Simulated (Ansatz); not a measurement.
Born–Oppenheimer molecular dynamics of CH₅Cl₂InO (10 atoms, charge 0, multiplicity 1). It starts at the highest image of a converged band. Of that band: Neighbouring images differ by up to 1.2 eV, so the band resolves the path poorly. A vibrational analysis at the climbing image gives 2 clearly imaginary modes (1474i, 78i cm⁻¹): a point of higher order, so a lower path passes nearby.

Computed with Ansatz 0.2.0, RKS B3LYP/def2-SVP.

```
ensemble                      : NVE (velocity Verlet)
time step                     : 0.5 fs
steps asked                   : 200
starting velocities drawn for : 100 K
seed                          : 4168
```

First frame:

```xyz
10
Properties=species:S:1:pos:R:3
In -0.139 -1.234 -0.172
O -1.691 0.244 -0.024
Cl 0.315 -1.902 -2.387
Cl -0.046 -2.780 1.597
H -0.545 0.776 0.120
C 0.825 0.945 0.346
H -2.216 0.488 -0.803
H 0.689 1.494 1.291
H 1.073 1.639 -0.472
H 1.734 0.331 0.503
```

(1) How far do the bonds stretch over the last three quarters of this one trajectory? (Pairs bonded in most of those frames.)

Results:

(1) 
| bond | mean (Å) | spread (Å) | shortest | longest |
| --- | --- | --- | --- | --- |
| In1–O2 | 2.029 | 0.071 | 1.91 | 2.15 |
| In1–Cl3 | 2.364 | 0.011 | 2.34 | 2.37 |
| In1–Cl4 | 2.353 | 0.006 | 2.34 | 2.37 |
| O2–H7 | 0.972 | 0.006 | 0.96 | 0.98 |
| H5–C6 | 1.108 | 0.047 | 1.04 | 1.19 |
| C6–H8 | 1.100 | 0.006 | 1.09 | 1.11 |
| C6–H9 | 1.101 | 0.010 | 1.08 | 1.12 |
| C6–H10 | 1.113 | 0.027 | 1.06 | 1.16 |

Mean temperature of the second half: 911 K. The conserved energy stayed within 0.11 meV per atom of its start (net change 0.0054 meV per atom), so the integration is sound. The system heated up, since it started high on the potential surface and ran downhill. A run of 0.1 ps of so small a system gives no equilibrium averages. The orbitals stay closed-shell, which can raise the energy where a bond breaks towards radicals; this wasn't checked here.

Run time: 11 min on 2 threads of AMD EPYC 7B13 (Zen 3) (shared host), peak memory 0.31 GiB.
